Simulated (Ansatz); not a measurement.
Born–Oppenheimer molecular dynamics of a periodic cell of 17 atoms, Be₁₆H (host Be, host structure hcp, interstitial H). It starts from a relaxed structure.

These are results of DFT PBE-D3(BJ), scalar-relativistic, plane waves, PAW in Ansatz, not measurements. Settings: accuracy low, cutoff 420 eV, k mesh 4x4x3, fermi-dirac smearing 0.15 eV, no spin polarisation.

```yaml
ensemble: NVE (velocity Verlet)
time_step: 0.5 fs
steps_asked: 90
starting_velocities_drawn_for: 3000 K
seed: 304309
```

First frame:

```xyz
17
Lattice="-2.2900 -3.9664 0.0000 3.4350 -1.9832 0.0000 0.0000 0.0000 7.1769" Properties=species:S:1:pos:R:3
Be -0.015 -3.957 -0.023
Be 0.037 -2.623 1.765
Be 0.028 -3.984 3.618
Be 0.005 -2.639 5.382
Be -1.144 -1.975 0.000
Be 2.279 -2.633 1.785
Be -1.145 -1.941 3.618
Be 2.279 -2.636 5.404
Be 1.157 -1.988 -0.022
Be 1.141 -0.703 1.765
Be 1.159 -1.986 3.596
Be 1.145 -0.666 5.382
Be -0.005 -0.002 0.000
Be 1.113 -4.610 1.766
Be -0.033 -0.025 3.618
Be 1.159 -4.635 5.405
H -1.141 -3.273 2.691
```

What does the run give?

The run went to its last step.

| Quantity | Value |
| --- | --- |
| steps done | 90 |
| time covered | 45 fs |
| mean temperature over the second half | 1602 K |
| spread of the potential energy over the second half | 12.8 meV per atom |
| mean potential energy of the second half above the start | 170.2 meV per atom |

The conserved energy stayed within 0.2 meV per atom of its start (net change 0.041 meV per atom), so the integration is sound. A run of 0.045 ps of so small a system gives no equilibrium averages. Limits of this set-up: coarse k mesh, odd electron count without spin, low accuracy level.

What happens to the structure?

Mean squared displacements from the first frame to the last, about the centre of mass: Be 0.05 Å², H 1.09 Å². This is one draw of velocities; another would differ in detail.

How do temperature and energy run in time?


| time (fs) | T (K) | potential energy less start (eV) | conserved less start (meV/atom) |
| --- | --- | --- | --- |
| 0.0 | 3000 | 0.000 | 0.00 |
| 2.0 | 2891 | 0.225 | -0.01 |
| 4.0 | 2560 | 0.910 | 0.00 |
| 6.0 | 2058 | 1.950 | 0.07 |
| 8.0 | 1517 | 3.069 | 0.12 |
| 10.0 | 1043 | 4.049 | 0.14 |
| 12.0 | 692 | 4.777 | 0.18 |
| 14.0 | 528 | 5.116 | 0.19 |
| 16.0 | 571 | 5.027 | 0.17 |
| 18.0 | 764 | 4.627 | 0.13 |
| 20.0 | 1025 | 4.086 | 0.10 |
| 22.0 | 1290 | 3.538 | 0.09 |
| 24.0 | 1523 | 3.056 | 0.08 |
| 26.0 | 1703 | 2.683 | 0.06 |
| 28.0 | 1795 | 2.492 | 0.01 |
| 30.0 | 1733 | 2.622 | 0.02 |
| 32.0 | 1601 | 2.897 | 0.18 |
| 34.0 | 1633 | 2.828 | 0.04 |
| 36.0 | 1645 | 2.803 | 0.04 |
| 38.0 | 1574 | 2.952 | 0.11 |
| 40.0 | 1516 | 3.071 | 0.10 |
| 42.0 | 1493 | 3.120 | 0.12 |
| 44.0 | 1515 | 3.071 | 0.06 |

The run took 8.2 min on 1 thread of Arm Neoverse V1 (shared host), peak memory 0.46 GiB.
